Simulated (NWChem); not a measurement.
Correlation energy of As (-1)

SMILES: [As-]
```xyz
1

As     0.0000     0.0000     0.0000
```
Charge -1, spin multiplicity 3.

All runs are NWChem calculations.

Basis set: def2-SVPD. Each correlation energy counts from its own Hartree-Fock reference.

The Hamiltonian is non-relativistic. The correlated methods keep 9 core orbitals frozen. No SCF solution was tested for a lower state. Open-shell Hartree-Fock references start from PBE0 orbitals. No row is a measurement; the coupled-cluster row has its own basis-set and correlation limits.

Question: For the correlation energy, CCSD[T] on ROHF gives -214.1 mHa and CCSD on ROHF gives -208.7 mHa. What do CCSD(T) on UHF, CCSDT on ROHF, CCSD[T] on UHF give?

Answer: CCSD(T) on UHF: -209.7 mHa; CCSDT on ROHF: -213.8 mHa; CCSD[T] on UHF: -210.2 mHa.
